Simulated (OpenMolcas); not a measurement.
Levels of V by method

```
Program             : OpenMolcas
Basis               : ANO-RCC-VDZP [5s4p2d1f]
Scalar Hamiltonian  : DKH2, point nucleus
Active space        : 3 electrons in 5 orbitals (3d)
State averaging     : 2S+1 = 4 even, 10 roots; 2S+1 = 2 even, 40 roots
Spin-orbit coupling : RASSI with atomic mean-field integrals over the reference wave functions, term energies averaged over their components
```

Methods on the same reference wave functions:
A. CASSCF
B. SS-CASPT2, IPEA 0.25 Eh, imaginary shift 0.1 Eh (closed shells correlated: 3s 3p 4s)
C. MS-CASPT2, IPEA 0.25 Eh, imaginary shift 0.1 Eh (closed shells correlated: 3s 3p 4s)

Energies in cm-1 above 3d3 4s2 4F 3/2, the measured ground level; measured values from NIST Handbook of Basic Atomic Spectroscopic Data.

```tsv
Level	A	B	C	Measured
3d3 4s2 4F 3/2	0.0	0.0	0.0	0.0
3d3 4s2 4F 5/2	149	150	150	137
3d3 4s2 4F 7/2	354	355	355	323
3d3 4s2 4F 9/2	612	612	612	553
3d3 4s2 4P 1/2	14100	11130	11130	9545
3d3 4s2 2G 7/2	14152	10900	10900	
3d3 4s2 4P 3/2	14171	11200	11190	9637
3d3 4s2 4P 5/2	14338	11370	11370	9825
3d3 4s2 2G 9/2	14367	11120	11120	
3d3 4s2 2P 1/2	18689	15690	14490	
3d3 4s2 2H 9/2	18707	15910	16240	
3d3 4s2 2P 3/2 [64 %]	18788	15980	14430	
3d3 4s2 2H 11/2	18875	16080	16410	
3d3 4s2 2D 3/2(1) [65 %]	20276	14800	15140	
3d3 4s2 2D 5/2(1)	20448	15160	15150	
3d3 4s2 2F 7/2	32290	26460	26460	
3d3 4s2 2F 5/2	32384	26550	26550	
3d3 4s2 2D 5/2(2)	50299	41180	41180	
3d3 4s2 2D 3/2(2)	50411	41290	41300
```

Deviations, from unrounded energies. A percentage is the sum of absolute deviations over the sum of measured energies, with the sign that they share, or ± where signs differ.

```tsv
Against measurement	Levels	A	B	C
mean absolute deviation (cm-1)	6	2300	800	800
fine structure of the ground term (%)	3	+9.9	+10.2	+10.3
other terms of the ground configuration (%)	3	+46.9	+16.2	+16.1
```

B, C lie about equally close to measurement and A furthest from it. The largest miss of C in the table is 3d3 4s2 4P 1/2, by +1600 cm-1. The ranking rests on the paired levels alone, and a cruder setting can come out closer through cancelling errors.

Between B and C the level of the table that moves most is 3d3 4s2 2P 3/2 [64 %], by 1600 cm-1 (lowest in C, highest in B). Moves below CASPT2's spread within the term are not significant.

The two smallest mean deviations differ by little beside CASPT2's spread within terms, so their order carries little weight.

From A to B the spin-free energies of the other terms of 3d3 4s2 shown, above 4F, scale by factors of 0.74 to 0.85, as is usual when dynamic correlation screens the repulsion within a d or f shell.

The lowest spin-free term lies below A's lowest term by 0.291 hartree in B, 0.291 hartree in C.

CASPT2 breaks the degeneracy within a term, and the mean is taken; among the terms shown or strongly mixed into the levels shown the widest spread is 1300 cm-1 (3d3 4s2 4F, C). With the s shell closed, the reference lacks s² → p², s² → d² and s → d mixing, so excited terms can stand far too high and out of order, with CASPT2 too. Without dynamic correlation excited terms often stand tens of per cent too high (terms of higher spin than the ground term too low), and those without a measured partner can miss by more than the paired ones (holds for A). The CASPT2 spread within a term exceeds the gap to the next term for 3d3 4s2 2P and 3d3 4s2 2H, so the order of their levels is uncertain (holds for B). Some terms miss by over 15 % even with CASPT2, which points to a basis or an active space too small for the shells correlated (holds for B; C). Computed and measured levels are paired by configuration, term and J; levels that our copy of the source lacks, or whose pairing is in doubt (as where it misses far off the trend of its configuration), stay unpaired and out of the deviations. Only configurations of the active space appear.

A share in square brackets marks a mixed level and gives the weight of the term that names it, the lowest over the columns. A number in round brackets counts repeated terms of one configuration in the order of the reference energies.
